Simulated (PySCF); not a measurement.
hexafluorodisilane (F6Si2), SMILES F[Si](F)(F)[Si](F)(F)F.

The structure is a stationary point at PBE-D3(BJ)/def2-SVP. One conformer was computed; it need not be the lowest.

Calculation: PySCF with r2SCAN/def2-TZVP.

Symmetry labels are those of the subgroup C2h that the program uses (full group D3d).

Computed valence orbital energies around the gap with their symmetry:
```tsv
orbital	symmetry	energy (eV)
HOMO−7	Au	-12.02
HOMO−6	Bu	-11.62
HOMO−5	Au	-11.62
HOMO−4	Ag	-11.41
HOMO−3	Bg	-11.41
HOMO−2	Au	-11.10
HOMO−1	Bg	-11.07
HOMO	Ag	-9.48
LUMO	Au	-1.82
LUMO+1	Bu	-1.82
LUMO+2	Bu	-0.46
LUMO+3	Ag	0.84
```
